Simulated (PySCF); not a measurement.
SZn, SMILES [S]=[Zn]. Atoms are numbered in the order given.

```xyz
2

Zn     0.0000     0.0000    -0.7229
S      0.0000     0.0000     1.3554
```

Geometry optimised at B3LYP-D3(BJ)/def2-TZVP.

All values below come from B3LYP/def2-TZVPD in PySCF.

Isolated molecule, no solvent.

total energy: -2177.63138 hartree
point group: C∞v
highest occupied level: -6.35 eV
lowest empty level: -4.50 eV
orbital gap: 1.85 eV
dipole moment: 5.31 D
quadrupole, principal values (traceless, Buckingham form, about the centre of nuclear charge): -2.14, -2.14, 4.28 D·Å
mean static polarisability: 60.3 bohr³ (8.93 Å³)
polarisability, principal values: 49.9, 49.9, 81.1 bohr³
